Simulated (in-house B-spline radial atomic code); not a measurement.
Nb: [Kr] 4d4 5p1 (an excited or competing configuration)

Level of theory: Dirac-Hartree-Fock, average of configuration, Fermi nucleus of rms radius 4.324 fm; calculated with an all-electron radial atomic-structure program (B-spline basis).

Z_r = [3n² - l(l+1)]/(2<r>); Z_e = n√(-2ε); the last column is Slater's effective charge. Values are occupation-weighted means over j. An effective charge above Z reflects the relativistic contraction of the inner shells.

| shell | electrons | ε (eV) | <r> (bohr) | Z_r | Z_e | Slater |
| --- | --- | --- | --- | --- | --- | --- |
| 1s | 2 | -19102 | 0.03608 | 41.57 | 37.47 | 40.70 |
| 2s | 2 | -2746.4 | 0.1574 | 38.13 | 28.42 | 36.85 |
| 2p | 6 | -2447.2 | 0.1376 | 36.33 | 26.82 | 36.85 |
| 3s | 2 | -491.41 | 0.4402 | 30.67 | 18.03 | 29.75 |
| 3p | 6 | -390.63 | 0.4432 | 28.20 | 16.07 | 29.75 |
| 3d | 10 | -225.34 | 0.4317 | 24.32 | 12.21 | 19.85 |
| 4s | 2 | -74.194 | 1.17 | 20.51 | 9.34 | 13.25 |
| 4p | 6 | -45.086 | 1.31 | 17.55 | 7.28 | 13.25 |
| 4d | 4 | -8.4861 | 2.074 | 10.13 | 3.16 | 3.95 |
| 5p | 1 | -3.0892 | 5.908 | 6.18 | 2.38 | 2.80 |

The least bound orbital is 5p3/2 at -3.071 eV, and it is also the most diffuse (<r> = 5.947 bohr).

Spin-orbit splittings of the orbital energies (j = l + 1/2 above j = l - 1/2 when positive): 2p 96.42 eV, 3p 16.22 eV, 3d 2.989 eV, 4p 2.238 eV, 4d 0.148 eV, 5p 0.05403 eV.

For the 1s electron the small component carries 2.23 % of the norm, the zero-frequency Breit interaction raises the level by 35.82 eV, self-energy by 19.49 eV, and vacuum polarisation lowers it by 2.213 eV.
